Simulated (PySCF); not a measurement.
trans-(1R,2R)-1-chloro-2-methylcyclopropane (C4H7Cl), SMILES C1[C@@H](C)[C@@H]1Cl. Heavy atoms are numbered as in [CH3:1][C@@H:2]1[CH2:3][C@H:4]1[Cl:5]. Hydrogens are named by the atom that carries them.

Geometry optimised at B3LYP-D3(BJ)/def2-SVP.

The numbers are results of CAM-B3LYP/def2-TZVP in PySCF, not measurements.

ESP charges are fitted to the potential on shells at 1.4 to 2.0 van der Waals radii. Atomic charges (e), one atom of each kind:

| atom | IAO | Mulliken | ESP fit |
|---|---|---|---|
| C1 (CH3) | -0.40 | -0.36 | -0.61 |
| C2 (CH) | -0.12 | ___ | 0.20 |
| C3 (CH2) | -0.29 | ___ | -0.41 |
| C4 (CH) | -0.12 | -0.04 | -0.15 |
| Cl5 | -0.10 | -0.14 | -0.15 |
| H on C1 | 0.14 | ___ | 0.16 |
| H on C2 | 0.15 | 0.12 | 0.08 |
| H on C3 | 0.15 | 0.12 | 0.18 |
| H on C4 | 0.16 | ___ | 0.18 |

Problem. Fill in the missing entries. (An estimate is asked for; the answer gives what the named calculation found.)

Solution. 
- C2 (CH), Mulliken: -0.08
- C3 (CH2), Mulliken: -0.24
- H on C1, Mulliken: 0.13
- H on C4, Mulliken: 0.13

Computed Mayer and Wiberg (Löwdin basis) orders of the bonds:
```json
[
 {"bond": "C1–C2", "Mayer": "0.95", "Wiberg": "1.27"},
 {"bond": "C2–C3", "Mayer": "0.92", "Wiberg": "1.21"},
 {"bond": "C2–C4", "Mayer": "0.94", "Wiberg": "1.22"},
 {"bond": "C3–C4", "Mayer": "0.95", "Wiberg": "1.27"},
 {"bond": "C4–Cl5", "Mayer": "1.08", "Wiberg": "1.61"}
]
```
